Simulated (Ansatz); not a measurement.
Cost and result for the atomization energy of CH$_{5}$BOSSi (10 atoms, 11 bonds).

```xyz
10

B     0.635   -0.205    0.716
C    -0.823    0.092    0.169
S    -2.385   -0.144    0.844
O    -0.794    0.590   -1.025
Si    0.951    0.165   -1.232
H     0.831   -1.206    1.346
H     0.967    0.821    1.280
H    -1.914   -0.610    2.012
H     0.920   -0.870   -2.301
H     1.613    1.367   -1.809
```

The species carries charge 0 and has multiplicity 1. The bonds changed during the relaxation, so this is another structure than the one it started from. The structure was optimised at the PBE0-D4/def2-TZVP level. It is one conformer, not always the lowest. Program: Ansatz. All runs use 4 threads of an Arm Neoverse V2 on a shared host. Times are those of one run each, without the atoms' runs, and a repeat can differ threefold. Electronic energies, without spin–orbit coupling; frozen cores. CCSD(T)/CBS adds CCSD(T) − MP2 in def2-TZVPP to the MP2 limit, and its time is that of the two runs behind it. T1 = 0.018. B3LYP takes the VWN-RPA correlation (the form of Gaussian; ORCA's B3LYP/G).

CCSD(T)/CBS is a level of theory with its own doubt, some kJ/mol a heavy atom from the limit and from the frozen cores, so smaller differences don't rank the functionals.

```
                             level  functions  wall time  atomization (kJ/mol)  difference from CCSD(T)/CBS  per bond
   PBE-D4/def2-TZVPP (with forces)        247        2 s                3615.6                        118.5      10.8
                PBE0-D4/def2-TZVPP        247      2.4 s                3532.9                         35.8       3.3
 B3LYP-D4/def2-TZVPP (with forces)        247      3.5 s                3511.1                         14.0       1.3
r2SCAN-D4/def2-TZVPP (with forces)        247      3.8 s                3555.9                         58.8       5.4
                 B2PLYP/def2-TZVPP        247      4.7 s                3466.4                        -30.7      -2.8
                ωB97X-V/def2-TZVPP        247      6.5 s                3534.5                         37.4       3.4
  ωB97M-V/def2-TZVPP (with forces)        247      9.5 s                3536.9                         39.8       3.6
                    MP2/def2-QZVPP        461       16 s                3527.8                         30.7       2.8
                CCSD(T)/def2-TZVPP        247       91 s                3400.9                        -96.2      -8.7
                 CCSD(T)/CBS(def2)          –      110 s                3497.1                          0.0       0.0
```

In def2-TZVPP, CCSD(T) changes the Hartree–Fock value by +917.6 kJ/mol (the triples alone add +70.3 kJ/mol) and MP2 by +987.7 kJ/mol; breaking electron pairs costs correlation energy, which Hartree–Fock lacks. The D4 term adds +40.1 kJ/mol with B3LYP and +20.8 kJ/mol with PBE0; it sums over pairs of atoms, weighted by their polarisabilities, and B3LYP, whose exchange is more repulsive, gets the larger term. From PBE to PBE0 (25 % exact exchange), in def2-TZVPP and without D4, the atomization energy moves by −78.9 kJ/mol: exact exchange takes away binding that semilocal exchange gives to molecules.
